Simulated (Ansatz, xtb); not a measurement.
**Relative energy of two isomers of C2H7BFO+**

We compare I, `CCB([OH2+])F`, a singlet, with II, `C[OH+]B(C)F`, a singlet. Both are isolated ions in the gas phase, relaxed with PBE0-D3(BJ)/pcseg-1; each stands in its lowest conformer found.

I (Å):

```xyz
12

C    -0.5161    0.4702    0.2791
C    -1.5665   -0.0454   -0.7008
B    -1.2894   -1.3764   -1.3920
F    -1.9560   -2.0706   -2.2545
O    -0.0185   -2.0813   -1.0623
H     0.4508    0.6604   -0.2069
H    -0.8278    1.4276    0.7079
H    -0.3726   -0.2072    1.1323
H    -1.7619    0.6835   -1.5059
H    -2.5535   -0.1504   -0.2184
H     0.2470   -2.9396   -1.4540
H     0.6213   -1.7055   -0.4229
```

II (Å):

```yaml
atoms:
  - { symbol: C, position_ang: [-0.0550, 0.7465, 2.1613] }
  - { symbol: C, position_ang: [0.9423, 0.5830, -1.7241] }
  - { symbol: B, position_ang: [1.0778, 0.8834, -0.2349] }
  - { symbol: F, position_ang: [2.0616, 1.4369, 0.4065] }
  - { symbol: O, position_ang: [-0.0066, 0.5337, 0.6855] }
  - { symbol: H, position_ang: [-0.9081, 1.3971, 2.3552] }
  - { symbol: H, position_ang: [0.8904, 1.2248, 2.4137] }
  - { symbol: H, position_ang: [-0.1498, -0.2397, 2.6163] }
  - { symbol: H, position_ang: [-0.7984, 0.1093, 0.3048] }
  - { symbol: H, position_ang: [1.7801, -0.0564, -2.0382] }
  - { symbol: H, position_ang: [0.0075, 0.1069, -2.0367] }
  - { symbol: H, position_ang: [1.0630, 1.5178, -2.2907] }
```

Which of the two would you expect CCSD(T)/def2-SVP + ΔMP2/def2-TZVPP electronic energies to favour?

Too close to call at this level: CCSD(T)/def2-SVP + ΔMP2/def2-TZVPP gives E(II) − E(I) = +0.017 eV.

Level by level:

```csv
level,geometry,E(II) − E(I) (eV),departure from the last row (eV),"job, with rough time for the two"
GFN2-xTB,GFN2-xTB,−0.080,−0.098,"optimisation, 0.25 s"
HF/STO-3G,GFN2-xTB,−0.356,−0.374,"single point, 0.28 s"
r2SCAN-D4/def2-SVP,GFN2-xTB,+0.039,+0.022,"single point, 3.4 s"
PBE0-D3(BJ)/pcseg-1,PBE0-D3(BJ)/pcseg-1,−0.010,−0.028,"optimisation, 48 s"
HF/def2-SVP,PBE0-D3(BJ)/pcseg-1,−0.145,−0.162,part of the CCSD(T) run
MP2/def2-SVP,PBE0-D3(BJ)/pcseg-1,+0.075,+0.058,part of the CCSD(T) run
CCSD(T)/def2-SVP,PBE0-D3(BJ)/pcseg-1,+0.008,−0.010,single point
CCSD(T)/def2-SVP + ΔMP2/def2-TZVPP,PBE0-D3(BJ)/pcseg-1,+0.017,,"single point, 31 s"
```

As drawn, II has 1 C–O, 1 C–H in place of 1 C–C, 1 O–H.

The largest departure from CCSD(T)/def2-SVP + ΔMP2/def2-TZVPP is that of HF/STO-3G, 0.374 eV. The last row adds to CCSD(T) the change of the MP2 difference between the two basis sets, here +0.010 eV.

With harmonic frequencies from PBE0-D3(BJ)/pcseg-1 (ideal gas, rigid rotor, one conformer each, 298.15 K, 1 atm): the zero-point term adds +0.017 eV; ΔH is +0.041 and ΔG +0.013 eV.

The correlated steps freeze 5 core orbitals. Programs: Ansatz 0.2.0, xtb 6.7.1; the last row on 2 threads of Arm Neoverse V1 on a shared host.
